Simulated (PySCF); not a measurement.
**Threshold energies of InH in a plasma**

CCSD(T) in PySCF with def2-TZVP on every atom (core potentials on In), for the lowest determinant that a PBE0 search found; no spin–orbit coupling.

| species | state (unpaired electrons) | Re (Å) | ωe (cm⁻¹) | energy of the minimum from the neutral (eV) | De (eV) | dissociates to |
| --- | --- | --- | --- | --- | --- | --- |
| InH | singlet (closed shell) | 1.835 | 1512 | 0.00 | 2.61 | In + H |
| InH⁺ | doublet (σ ↑) | 1.851 | 1082 | 7.94 | 0.19 | In⁺ + H |

Task: Work out the lowest energy to break InH into atoms, from its vibrational ground state.

Result: D0 = De − ωe/2 = 2.61 − 0.09 = 2.52 eV (CCSD(T)/def2-TZVP).

Task: Work out the ionisation energy of the In atom at this level and the threshold of dissociative ionisation.

Result: IE(In) = 7.94 + 0.19 − 2.61 = 5.52 eV, so In⁺ + H + e⁻ appears at D0 + IE(In) = 8.04 eV (CCSD(T)/def2-TZVP). The measured IE(In) is 5.786 eV (NIST ASD).

These are thermodynamic thresholds; the onsets seen under electron impact lie higher where the geometry changes, and cross-sections peak well above them.

Correlated steps freeze 4 core orbitals. Weak bonds: InH⁺. Basis-set superposition, not corrected here, can be much of De in a small basis, most of all at correlated wavefunction levels. These are scalar-relativistic numbers at best; spin–orbit coupling would shift them, the dissociation energy most. For an ion De counts to the pair picked by the measured ionisation energies or electron affinities, which need not be the lowest pair at this level. Where the molecule has an RHF reference, its open-shell atoms are computed with UHF. States were picked by a PBE0 search and need not be the measured ground states.
